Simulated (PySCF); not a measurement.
**Excitation energy of Tl by level of theory**

Tl [Xe] 4f14 5d10 6s2 6p1 (2P) → Tl [Xe] 4f14 5d10 6s1 6p2 (4P), as a difference of total energies. Computed with PySCF 2.14 in def2-TZVPPD with the def2 core potential (60 electrons) (7s5p4d2f, 56 functions), with a scalar-relativistic core potential. Correlated levels: valence: 5s2 5p6 5d10 frozen. The calculations carry no spin-orbit coupling.

| method | excitation energy (cm⁻¹) |
| --- | --- |
| UHF | 34730 |
| MP2 (valence) | 39087 |
| SCS-MP2 (valence) | 40757 |
| CCSD (valence) | 40422 |
| CCSD(T) (valence) | 40515 |

Spin-orbit coupling is strong in these open shells (close to jj coupling). The scalar numbers leave it out and a first-order estimate fails, so it can dominate the gap to the real levels.
